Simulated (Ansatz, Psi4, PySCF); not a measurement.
tungsten atom (W), quintet (core potentials on W). Base run: B97M-V/def2-SVP (PySCF).

Input for PySCF:
```python
from pyscf import gto, scf, dft

mol = gto.M(
    atom='''
W     0.00000000    0.00000000    0.00000000
''',
    basis='def2-svp',
    ecp={'W': 'def2-svp'},
    spin=4,
    verbose=4,
)

mf = dft.UKS(mol)
mf.xc = 'b97m_v'
mf.kernel()
```

The same geometry, method and basis name were run in Ansatz (a program for electronic structure) and Psi4 and PySCF, at each program's defaults and at the settings that a row names. The base is PySCF at its defaults. Differences at the defaults can come from grids, fitting, cores and function types together. The rows with settings made alike still differ; the cause (another SCF solution, basis table, core potential or functional code) wasn't traced.

```csv
code and settings,ΔE vs base (µEh),basis functions,E (Eh),SCF cycles,outcome
"PySCF, defaults (exact integrals, its default grid, spherical functions)",0.0,32,-66.90681,12,converged
"Psi4, defaults (density fitting with its default set, its default grid, spherical functions)",234,32,-66.90657,12,converged
"Ansatz, defaults (factorised integrals, its default grid, spherical functions)",-1584,32,-66.90839,-,another SCF solution
"PySCF, density fitting with def2-universal-jkfit",-1714,32,-66.90852,13,another SCF solution
"PySCF, fine grid",-1450,32,-66.90826,12,another SCF solution
"Psi4, exact integrals, spherical functions, fine grid",-140,32,-66.90695,14,converged
"Ansatz, high accuracy",-1584,32,-66.90839,-,another SCF solution
```

A guess, shift, damping, solver or small numerical setting can't move a converged solution much, so rows marked as another SCF solution ended in a different state.

Open shells are given as the SCF converged; they aren't shown to be the lowest states, and a large step between rows can be another state.
